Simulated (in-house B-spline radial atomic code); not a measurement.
Ionising the calcium ion Ca⁶⁺ with different functionals

Computed with a radial B-spline atomic code at the basis-set limit: four-component Dirac-Coulomb Hamiltonian, Fermi nucleus of rms radius 3.4776 fm, spin-restricted, spherical fractional occupations for the functionals, and exact exchange of hybrids averaged over the configuration. The ionisation energy is the difference of two self-consistent energies, [Ne] 3s2 3p2 → [Ne] 3s2 3p1, without Breit or QED terms; ε is the level of the shell that loses the electron (mean over j). The electron is taken from both j subshells in proportion to 2j + 1, so the result is a j average, not the step between ground levels.

| method | rung | ΔSCF (eV) | -ε(3p) (eV) |
| --- | --- | --- | --- |
| B97-1 | global hybrid | ? | ? |
| PBE0 | global hybrid | 126.04 | 118.54 |
| B3LYP | global hybrid | 126.16 | 118.09 |
| CAM-B3LYP | range-separated hybrid | ? | ? |

**Question.** What does B97-1 give?

**Answer.** ΔSCF 126.01 eV, and -ε(3p) = 118.10 eV.

**Question.** What does CAM-B3LYP give?

**Answer.** ΔSCF 126.12 eV, and -ε(3p) = 120.07 eV.

**Question.** Among the functionals, which spreads more, the ΔSCF values or the orbital energies?

**Answer.** The orbital energies: ΔSCF values span about 0.15 eV and the orbital energies 1.98 eV; here energy differences depend much less on the functional than eigenvalues do.

**Question.** How do they compare with the NIST value?

**Answer.** NIST lists 127.2 eV ± 0.25 (semi-empirical, ground level to ground level). Errors run from -1.20 to -1.05 eV. The correlated functionals all miss on the same side by more than they spread, so the cause is common to them (Breit-QED terms, spin polarisation, the choice among j levels, multiplet and fine-structure energies, or a listed next ion that isn't the cheapest removal here) and closeness doesn't rank the functionals.
